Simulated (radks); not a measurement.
The numbers below are computed, except where a source is named.
Br28+, configuration [He] 2s2 2p3.

Code: a radial shooting solver on a logarithmic mesh with Libxc functionals. Model: non-relativistic Kohn-Sham, LB94 model potential, spin-polarised, spherical densities, point nucleus; open shells are filled with parallel spins first.

Energy parts (eV):
kinetic: 50151.867
electron-nucleus: -104179.524
Hartree: 5029.627
(The LB94 potential has no energy functional, so no total or exchange-correlation energy is given.)

Orbitals (lengths in bohr, moments of r in powers of bohr):
orbital  occ.  eigenvalue (eV)      <r>
1s down     1        -14990.69  0.04347
1s up       1        -14981.38  0.04351
2s up       1        -3266.271   0.1842
2s down     1        -3224.227   0.1850
2p up       3        -3152.644   0.1568
2p down     0        -3112.452   0.1571

The highest occupied level is 2p up at -3152.6 eV. The spin density at the nucleus is 10.51 e/bohr^3 (1s -5.89, 2s 16.40), a Fermi contact field of 551 T. Summed over all electrons, <r^2> = 0.1739 bohr^2, which gives a Langevin (diamagnetic) susceptibility term of -0.138 x 10^-6 cm^3/mol. Spin moment in Bohr magnetons: 3. For comparison, the ionisation energy in NIST's Atomic Spectra Database is 3169 eV (semi-empirical). In exact Kohn-Sham theory the highest level is minus the ionisation energy, but local and semilocal functionals leave it too shallow, through self-interaction and a potential that decays too fast; potentials with the right tail come closer.
